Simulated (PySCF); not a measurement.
PySCF input file for BH₂I, SMILES IB, B3LYP-D3(BJ)/def2-TZVP. Geometry: B3LYP-D3(BJ)/def2-TZVP. The def2 effective core potentials stand for the cores of I; spin–orbit coupling is left out.

```python
import numpy as np
from pyscf import gto, scf, dft, df
from pyscf.hessian import thermo

mol = gto.M(
    atom='''
    B     0.00000000   -0.00000000    1.84901452
    H    -0.00000000    1.04734504    2.39826785
    H    -0.00000000   -1.04734504    2.39826785
    I    -0.00000000    0.00000000   -0.26493601
    ''',
    basis='def2-TZVP',
    ecp={'I': 'def2-tzvp'},
    charge=0,
    spin=0,
    max_memory=1600,
    verbose=3,
)
mf = dft.RKS(mol, xc='b3lyp').density_fit(auxbasis='def2-universal-jkfit')
mf.disp = 'd3bj'
mf.grids.level = 3
mf.conv_tol = 1e-11
mf.max_cycle = 100
mf.kernel()

# analytic Hessian; the response equations are solved on a coarser grid
h, args, fine = mf.Hessian(), (mf.mo_energy, mf.mo_coeff, mf.mo_occ), mf.grids
h.max_memory = max(150, 2.5e-5 * df.make_auxmol(mol, mf.with_df.auxbasis).nao * mol.nelec[0] * (mol.nelec[0] + mol.nao))  # MB; small integral blocks
h1ao = h.make_h1(mf.mo_coeff, mf.mo_occ)
mf.grids = dft.Grids(mol).set(level=1).build(with_non0tab=True)
mo1, mo_e1 = h.solve_mo1(*args, h1ao)
mf.grids = fine
hess = h.hess_elec(*args, mo1, mo_e1, h1ao) + h.hess_nuc()
if mf.do_disp():
    hess += h.get_dispersion()
for i in range(mol.natm):  # the analytic DFT Hessian lacks the response of the grid: restore translational invariance
    hess[i, i] -= hess[i].sum(axis=0)
hess = (hess + hess.transpose(1, 0, 3, 2)) / 2
vib = thermo.harmonic_analysis(mol, hess, imaginary_freq=False)
thermo.dump_normal_mode(mol, vib)
th = thermo.thermo(mf, vib['freq_au'][vib['freq_au'] > 0], 298.15, 101325)
thermo.dump_thermo(mol, th)
g0 = mf.nuc_grad_method().set(verbose=0).kernel()

# dipole derivatives [dipole axis, atom, xyz] from the same response
r, irp = mol.intor('int1e_r'), mol.intor('int1e_irp').reshape(3, 3, mol.nao, mol.nao)
sl, dm0, ok = mol.aoslice_by_atom(), np.array(mf.make_rdm1()), []
dmu = np.einsum('a,xt->xat', mol.atom_charges(), np.eye(3))
for a, (_, _, p0, p1) in enumerate(sl):
    dmu[:, a] += 2 * np.einsum('xtij,ij->xt', irp[:, :, :, p0:p1], dm0.reshape(-1, mol.nao, mol.nao).sum(0)[:, p0:p1])
    for u, c, occ, f in [(mo1, mf.mo_coeff, mf.mo_occ, 4)]:
        dmu[:, a] -= f * np.einsum('tui,xuv,vi->xt', u[a], r, c[:, occ > 0], optimize=True)
L = vib['norm_mode']
ir = 974.8801 * (np.einsum('xat,kat->kx', dmu, L) ** 2).sum(1)       # km/mol
apt = np.einsum('xax->a', dmu) / 3
print('mode   freq/cm-1   IR/(km/mol)')
for k, w in enumerate(vib['freq_wavenumber']):
    print(f'{k + 1:4d} {w:11.2f} {ir[k]:13.3f}')
print('max |gradient| / (hartree/bohr):', abs(g0).max())
print('APT charges:', apt.round(4))
```

Log of the run:

```
converged SCF energy = -323.873742444315

WARN: DFTD3 does not support analytical Hessian, using finite difference


WARN: Mole.unit (angstrom) is changed to Bohr

Mode                                 0                   1                   2
Irrep
Freq [cm^-1]                      590.0399            752.4326            934.2394
Reduced mass [au]                   4.8482              1.1430              1.2723
Force const [Dyne/A]                0.9945              0.3813              0.6543
Char temp [K]                     848.9360           1082.5830           1344.1626
Normal mode                   x     y     z       x     y     z       x     y     z
       0   B                 0.00 -0.00 -0.27    0.00 -0.11 -0.00   -0.15 -0.00 -0.00
       1   H                -0.00 -0.01 -0.26   -0.00  0.21 -0.62    0.62  0.00 -0.00
       2   H                -0.00  0.01 -0.26   -0.00  0.21  0.62    0.62  0.00  0.00
       3   I                -0.00  0.00  0.03   -0.00  0.01 -0.00    0.00  0.00  0.00
Mode                                 3                   4                   5
Irrep
Freq [cm^-1]                     1170.9619           2632.8441           2758.1349
Reduced mass [au]                   1.1228              1.0427              1.1410
Force const [Dyne/A]                0.9071              4.2586              5.1139
Char temp [K]                    1684.7535           3788.0764           3968.3420
Normal mode                   x     y     z       x     y     z       x     y     z
       0   B                 0.00 -0.00  0.10   -0.00 -0.00 -0.06   -0.00 -0.11  0.00
       1   H                -0.00  0.33 -0.57    0.00  0.62  0.31    0.00  0.58  0.30
       2   H                -0.00 -0.33 -0.57    0.00 -0.62  0.31    0.00  0.58 -0.30
       3   I                -0.00  0.00  0.00   -0.00  0.00  0.00    0.00  0.00 -0.00
temperature 298.1500 [K]
pressure 101325.00 [Pa]
Rotational constants [GHz] 228.53205 8.88083 8.54863
Symmetry number 2
Zero-point energy (ZPE) 0.02014 [Eh]   52866.884 [J/mol]
                           tot       elec      trans        rot        vib
Entropy [J/mol/K]       253.876      0.000    170.352     79.819      3.704
Cv [J/mol/K]             35.263      0.000     12.472     12.472     10.320
Cp [J/mol/K]             43.577      0.000     20.786     12.472     10.320
Internal energy [J/mol]                      3718.434   3718.434  53720.446
Internal energy [Eh]   -323.85045  -323.87374
Enthalpy [J/mol]                             6197.391   3718.434  53720.446
Enthalpy [Eh]          -323.84950
Gibbs free energy [J/mol]                  -44593.183 -20079.568  52616.017
Gibbs free energy [Eh] -323.87833
mode   freq/cm-1   IR/(km/mol)
   1      590.04        41.812
   2      752.43         0.377
   3      934.24        14.841
   4     1170.96       118.406
   5     2632.84        93.971
   6     2758.13        56.473
max |gradient| / (hartree/bohr): 2.7699723450426946e-05
APT charges: [ 0.5805 -0.1527 -0.1527 -0.2751]
```

The run converged.

Cost: roughly 28 core-seconds.
